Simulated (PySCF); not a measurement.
Delta-SCF ions had no search for a lower state. Excitations are Tamm–Dancoff values on a coarser integration grid. The basis has no diffuse functions, so Rydberg states are missing or too high.

Cartesian coordinates (Å):
SMILES: C=[SiH]B
```xyz
8

B      1.5951    -0.0565    -0.4348
Si    -0.1944     0.6503    -0.0287
C     -1.4386    -0.4372     0.4558
H      1.7626    -1.2343    -0.3270
H      2.5089     0.6299    -0.7801
H     -0.5402     2.0902    -0.1193
H     -1.2392    -1.5010     0.5370
H     -2.4542    -0.1414     0.6971
```
Charge 0, multiplicity 1.

Q: What is the computed S1–T1 gap (TDA), vertical ionisation energy (Delta-SCF), HOMO–LUMO gap, dipole moment and T1 excitation (TDA) (PBE-D3(BJ)/def2-TZVP // PBE0-D3(BJ)/def2-TZVP run with PySCF 2.14.0)?

A: 
| Property | Result |
|---|---|
| S1–T1 gap (TDA) | 2.27 eV |
| vertical ionisation energy (Delta-SCF) | 8.98 eV |
| HOMO–LUMO gap | 2.23 eV |
| dipole moment | 0.43 D |
| T1 excitation (TDA) | 1.58 eV |
